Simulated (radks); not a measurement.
Ge9+, 23 electrons, occupied as [Ar] 3d5.

Method: Dirac Kohn-Sham, exchange-only PBE, spin-unpolarised, spherical densities, finite nucleus; open shells fill j = l - 1/2 first; Fermi nuclear charge, rms radius 4.0742 fm; computed with a radial shooting solver on a logarithmic mesh with Libxc functionals.

Energy parts (hartree):
total: -2066.46724
kinetic: 2112.57218
electron-nucleus: -4803.10598
Hartree: 695.34864
exchange: -71.28208

Orbitals (lengths in bohr, moments of r in powers of bohr):
| orbital | occ. | eigenvalue (hartree) | <r^2> | <r^4> | <r> | small-component weight |
|---|---|---|---|---|---|---|
| 1s1/2 | 2 | -410.9092 | 0.002974 | 0.00002276 | 0.04700 | 1.34e-02 |
| 2s1/2 | 2 | -58.69505 | 0.05184 | 0.004654 | 0.2096 | 2.60e-03 |
| 2p1/2 | 2 | -53.12903 | 0.04024 | 0.003266 | 0.1811 | 2.59e-03 |
| 2p3/2 | 4 | -51.95724 | 0.04172 | 0.003485 | 0.1846 | 2.53e-03 |
| 3s1/2 | 2 | -13.61918 | 0.4007 | 0.2476 | 0.5917 | 6.70e-04 |
| 3p1/2 | 2 | -11.75548 | 0.4086 | 0.2705 | 0.5929 | 6.31e-04 |
| 3p3/2 | 4 | -11.57099 | 0.4195 | 0.2846 | 0.6010 | 6.18e-04 |
| 3d3/2 | 4 | -8.42521 | 0.4138 | 0.3237 | 0.5878 | 5.30e-04 |
| 3d5/2 | 1 | -8.39438 | 0.4171 | 0.3284 | 0.5903 | 5.27e-04 |

The highest occupied level is 3d5/2 at -228.42 eV. For comparison, the ionisation energy in NIST's Atomic Spectra Database is 252 eV (theoretical). In exact Kohn-Sham theory the highest level is minus the ionisation energy, but local and semilocal functionals leave it too shallow, through self-interaction and a potential that decays too fast; potentials with the right tail come closer. Summed over all electrons, <r^2> = 5.726 bohr^2, which gives a Langevin (diamagnetic) susceptibility term of -4.53 x 10^-6 cm^3/mol. The density falls to 0.001 e/bohr^3 at r = 1.78 bohr. The electron density at the nucleus is 3.175e+04 e/bohr^3.

Beside tabulated values, note that spin-unpolarised runs miss the spin-polarisation part of the exchange energy of open shells.
